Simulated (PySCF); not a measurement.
Two species compared at the same levels of theory.

First species: C₄H₁₁NOSi.
Numbering: `[CH2:1]=[N:2][Si@H:3]([CH3:4])[O:5][CH2:6][CH3:7]` (hydrogens: H8, H9 on C1; H10 on Si3; H11, H12, H13 on C4; H14, H15 on C6; H16, H17, H18 on C7)

Second species: C₃H₁₀SSi₂.
Cartesian coordinates in Å at the GFN2-xTB level; atoms count from 1:
```
atom  x, y, z in Å
C1     3.9851    0.3722   -0.1422
C2     2.7734    0.3999    0.3897
Si3    1.2529   -0.3264   -0.4338
S4    -0.3939    0.4874    0.6816
Si5   -2.1116   -0.3982   -0.2584
C6    -3.6151    0.2606    0.6743
H7     4.1718   -0.0771   -1.1044
H8     4.8463    0.7949    0.3523
H9     2.6382    0.8666    1.3580
H10    1.1954   -1.7845   -0.3303
H11    1.1112    0.0740   -1.8324
H12   -1.9788   -1.8495   -0.1484
H13   -2.1086   -0.0023   -1.6654
H14   -4.5311   -0.1715    0.2837
H15   -3.6883    1.3408    0.5862
H16   -3.5544    0.0222    1.7323
```

Levels: PBE0/def2-SVPD for dipole moment, HOMO energy, LUMO energy, HOMO–LUMO gap, static isotropic polarisability and electronic spatial extent ⟨r²⟩ about the centre of nuclear charge; TDDFT PBE0/def2-SVPD for lowest singlet excitation; TDA PBE0/def2-SVPD for lowest triplet excitation (Tamm–Dancoff); GFN2-xTB for rotational constant A and rotational constant C. Geometries: GFN2-xTB. Each species is one conformer at its optimised geometry, gas phase, non-relativistic unless stated. Electronic properties by PySCF.

The conformers computed, where there is a choice (atom-mapped SMILES and torsion angles):
- `[CH2:1]=[N:2][Si@H:3]([CH3:4])[O:5][CH2:6][CH3:7]`: C1–N2–Si3–C4 -7°, N2–Si3–O5–C6 -57°, Si3–O5–C6–C7 73°
- `[CH2:1]=[CH:2][SiH2:3][S:4][SiH2:5][CH3:6]`: C1–C2–Si3–S4 -166°, C2–Si3–S4–Si5 -179°, Si3–S4–Si5–C6 180°

(1) Which of the two has the higher rotational constant A, and by how much?

(2) Which of the two has the higher T1 energy, and by how much?

(3) Which of the two has the higher HOMO energy, and by how much?

(4) Which of the two has the higher LUMO energy, and by how much?

(5) Which has the higher static isotropic polarisability?

(6) Which has the higher HOMO–LUMO gap?

(7) Which of the two has the higher ⟨r²⟩, and by how much?

(8) Which of the two has the higher rotational constant C, and by how much?

## Answers

(1) The second: 7.556 GHz against 2.759 GHz, a difference of 4.797 GHz.

(2) The second: 4.22 eV against 3.30 eV, a difference of 0.92 eV.

(3) The first: -6.87 eV against -7.10 eV, a difference of 0.23 eV.

(4) The second: -0.69 eV against -0.87 eV, a difference of 0.18 eV.

(5) The second: 114.1 au against 85.5 au, a difference of 28.6 au.

(6) The second: 6.41 eV against 6.00 eV, a difference of 0.41 eV.

(7) The second: 1770 bohr² against 1113 bohr², a difference of 657 bohr².

(8) The first: 1.142 GHz against 0.646 GHz, a difference of 0.496 GHz.

On the first: No computed singlet falls in the visible range (750 to 380 nm, 1.65 to 3.26 eV); S1 lies 0.67 eV above its blue end. The polarisability is 12.67 Å³ as a volume (1 au = 0.148185 Å³), or 1.34 au for each of the 64 electrons.

On the second: The vertical singlet–triplet gap S1 − T1 is 1.22 eV (TDDFT singlet less Tamm–Dancoff triplet; S1: HOMO→LUMO, weight 0.99; T1: HOMO−1→LUMO, weight 0.91). A dipole of 0.57 D is allowed in C1, and pure rotational transitions are dipole-allowed.
